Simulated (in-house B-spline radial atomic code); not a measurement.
Rb. Computed with a B-spline radial atomic code. Model: non-relativistic spherical atom: semilocal Troullier-Martins pseudo-atom, one channel per l, against all electrons, high spin, G0W0 and RPA with empty states to l = 8, local potential for every l without a channel, a model core (radius 0 = none) keeps its share of the functional.

Without relativity these are model numbers for so heavy an element.

What the tables leave out is listed at the end.

The pseudopotential gives back the lowest level of each angular momentum of its own functional in the configuration it was made in; a second state of the same l is only approximately right. Exact exchange, RPA and GW see the smooth pseudo-orbitals and miss the exchange with the core, for which the functional's share stands in. The column with an uncorrelated core keeps all orbitals and exact exchange, and so separates missing core correlation from pseudisation. Only the three outermost levels and the lowest empty one were computed. RPA here is direct RPA, with no exchange kernel, and its energies carry an (l + 1/2)⁻⁴ tail. A hybrid on a potential with a model core restores only its own semilocal share of the core's exchange.

Command:
```bash
python run_psgw.py task.json out
```
Settings (lengths in bohr, energies in hartree):
```
Z                      37
electrons              37
configuration          [Kr] 5s1
generated_in           [Kr] 5s1
functional             lda,vwn
core_shells            5
radius_factor          0.8
core_correction        False
ion_configuration      [Ar] 3d10 4s2 4p6
```

Cost of the run: 89 s on 1 thread of Arm Neoverse N1 (shared host).

Given: made with LDA VWN5; model core radius 0 bohr; local radius 0.968 bohr; mean-field start LDA VWN5.

Valence shells of the generating configuration: 3d, 4s, 4p, 5s.

Channel: s 1.03, p 1.137, d 0.938 (radii in bohr).

Computed: largest level miss in the spin-unpolarised generating configuration 0.034 eV; valence RPA correlation energy all-electron orbitals -1.1594 hartree; valence RPA correlation energy pseudo -1.4827 hartree; pseudo-atom RPA polarisability 168.66 bohr³; ionisation by mean-field all-electron 4.3297 eV; ionisation by mean-field pseudo minus all 0.058 eV; ionisation by RPA all-electron 4.5362 eV.

| level | occupied | mean-field all-electron (eV) | mean-field pseudo minus all (eV) | G0W0 all-electron (eV) | G0W0 uncorrelated core minus all (eV) | G0W0 pseudo minus all (eV) | exchange self-energy all-electron (eV) | exchange self-energy pseudo (eV) |
| --- | --- | --- | --- | --- | --- | --- | --- | --- |
| 5s up | 1 | -2.5068 | -0.035 | -4.2888 | -0.002 | -0.067 | -5.7493 | -5.7271 |
| 5s down (empty) | 0 | -1.9829 | -0.035 | -0.69883 | -0.002 | -0.026 | -0.89965 | -0.83843 |

(1) What is the ionisation by RPA pseudo minus all?

(2) What is the all-electron RPA polarisability, core included?

Given: mean-field start PBE0.

Computed: valence RPA correlation energy all-electron orbitals -1.1043 hartree; valence RPA correlation energy pseudo -1.4302 hartree; pseudo-atom RPA polarisability 153.91 bohr³; ionisation by mean-field all-electron 4.1387 eV; ionisation by mean-field pseudo minus all 0.038 eV; ionisation by RPA all-electron 4.4213 eV.

| level | occupied | mean-field all-electron (eV) | mean-field pseudo minus all (eV) | G0W0 all-electron (eV) | G0W0 uncorrelated core minus all (eV) | G0W0 pseudo minus all (eV) | exchange self-energy all-electron (eV) | exchange self-energy pseudo (eV) |
| --- | --- | --- | --- | --- | --- | --- | --- | --- |
| 5s up | 1 | -2.8266 | -0.028 | -4.3496 | -0.002 | -0.052 | -5.4365 | -5.3932 |
| 5s down (empty) | 0 | -1.0449 | -0.019 | -0.40181 | -0.002 | -0.031 | -0.85353 | -0.77794 |

(3) What is the all-electron RPA polarisability, core included?

(4) What is the ionisation by RPA pseudo minus all?

Given: mean-field start Hartree-Fock.

Computed: valence RPA correlation energy all-electron orbitals -0.98236 hartree; all-electron RPA polarisability, core included 117.25 bohr³; pseudo-atom RPA polarisability 117.26 bohr³; ionisation by mean-field all-electron 3.7453 eV; ionisation by mean-field pseudo minus all 0.016 eV; ionisation by RPA all-electron 4.2123 eV.

```
  level  occupied  mean-field all-electron (eV)  mean-field pseudo minus all (eV)  G0W0 all-electron (eV)  G0W0 uncorrelated core minus all (eV)  G0W0 pseudo minus all (eV)  exchange self-energy all-electron (eV)  exchange self-energy pseudo (eV)
  5s up         1                       -3.7582                            -0.015                 -4.2895                                 -0.001                      -0.017                                 -4.9959                           -4.9225
4p down         1                       -22.019                            -0.597                 -22.115                                 -0.032                      -0.247                                  -24.26                            -23.75
  4p up         1                        -22.06                            -0.601                 -22.153                                 -0.031                       -0.25                                 -24.219                           -23.729
```

(5) What is the valence RPA correlation energy pseudo?

(6) What is the ionisation by RPA pseudo minus all?

Answers

(1) 0.036 eV.

(2) 173.59 bohr³.

(3) 156.33 bohr³.

(4) 0.042 eV.

(5) -1.3045 hartree.

(6) 0.029 eV.

Among the listed levels the largest G0W0 shift of the pseudo-atom is -0.25 eV, for 4p up on the Hartree-Fock start, while leaving the core uncorrelated moves that level by -0.03 eV. So pseudisation and the lost core exchange, not the missing core correlation, make the error. Not in the tables (levels of low weight, unsolved or above zero; the highest and the empty levels are kept at any weight): on LDA the G0W0 levels 4p down (pseudo minus all -0.08 eV, weights 0.10 and 0.13), 4p up (pseudo minus all -0.27 eV, weights 0.09 and 0.12); on PBE0 the G0W0 levels 4p down (pseudo minus all -0.64 eV, weights 0.09 and 0.04), 4p up (pseudo minus all -0.65 eV, weights 0.09 and 0.04).
